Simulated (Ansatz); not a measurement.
Relaxation of the cluster Li4 with RKS PBE/def2-TZVP.

```sh
$ ansatz run in.yaml --threads 4 --pin off --events-out ev --progress --plain --max-ram 3916MiB
```

```yaml
crystal:
  periodic: [false, false, false]
  atoms:
    - {symbol: Li, position_ang: [-0.183560, -0.094530, 1.728340]}
    - {symbol: Li, position_ang: [-0.592450, 1.249510, -0.266110]}
    - {symbol: Li, position_ang: [-0.612270, -0.933720, -1.327860]}
    - {symbol: Li, position_ang: [1.388290, -0.221250, -0.134370]}
basis:
  gaussian: {orbitals: def2-TZVP}
hamiltonian: {xc: pbe}
scf: {omitted_lower_state_checks: [starts]}
output: {orbitals: {seedname: orbitals}}
relax: {f_tol: 0.02, max_steps: 100}
```

Hardware: 4 threads of Arm Neoverse V1 on a shared host. Wall time 3.4 s.

Positions (Å) and forces (eV/Å) at steps 1, 2, 3, 4, 5, 6, 7, 10 of 10:

```xyz
4
step=1 energy=-813.6383 eV
Li   -0.184   -0.095    1.728   -0.242   -0.216    1.290
Li   -0.592    1.250   -0.266   -0.285    1.046   -0.236
Li   -0.612   -0.934   -1.328   -0.556   -0.839   -0.905
Li    1.388   -0.221   -0.134    1.084    0.009   -0.149
4
step=2 energy=-814.1629 eV
Li   -0.206   -0.108    1.918   -0.040   -0.003    0.597
Li   -0.618    1.365   -0.293   -0.078    0.303   -0.069
Li   -0.683   -1.042   -1.473   -0.192   -0.307   -0.484
Li    1.507   -0.214   -0.152    0.310    0.006   -0.044
4
step=3 energy=-814.3410 eV
Li   -0.173   -0.049    2.100    0.027    0.066    0.349
Li   -0.638    1.367   -0.290   -0.055    0.088   -0.014
Li   -0.702   -1.086   -1.662   -0.069   -0.124   -0.330
Li    1.513   -0.233   -0.147    0.098   -0.029   -0.005
4
step=4 energy=-814.4535 eV
Li   -0.120    0.037    2.265    0.056    0.094    0.207
Li   -0.673    1.338   -0.276   -0.037   -0.023    0.013
Li   -0.700   -1.100   -1.856   -0.005   -0.029   -0.233
Li    1.493   -0.275   -0.133   -0.014   -0.042    0.013
4
step=5 energy=-814.5424 eV
Li   -0.048    0.147    2.415    0.065    0.098    0.116
Li   -0.719    1.275   -0.252   -0.034   -0.068    0.024
Li   -0.676   -1.086   -2.054    0.027    0.021   -0.162
Li    1.443   -0.336   -0.109   -0.058   -0.051    0.022
4
step=6 energy=-814.6166 eV
Li    0.038    0.273    2.536    0.062    0.088    0.055
Li   -0.779    1.188   -0.219   -0.032   -0.079    0.026
Li   -0.633   -1.045   -2.240    0.039    0.043   -0.105
Li    1.374   -0.416   -0.078   -0.069   -0.052    0.023
4
step=7 energy=-814.6787 eV
Li    0.138    0.414    2.626    0.048    0.066    0.010
Li   -0.855    1.078   -0.178   -0.025   -0.071    0.023
Li   -0.570   -0.975   -2.411    0.040    0.048   -0.053
Li    1.287   -0.517   -0.038   -0.063   -0.043    0.020
4
step=10 energy=-814.7414 eV
Li    0.372    0.729    2.627    0.000    0.000    0.005
Li   -1.070    0.790   -0.068    0.017   -0.011    0.001
Li   -0.366   -0.721   -2.630   -0.001   -0.002   -0.004
Li    1.063   -0.799    0.071   -0.015    0.013   -0.001
```

The structure comes from a short search, and lower isomers may exist.
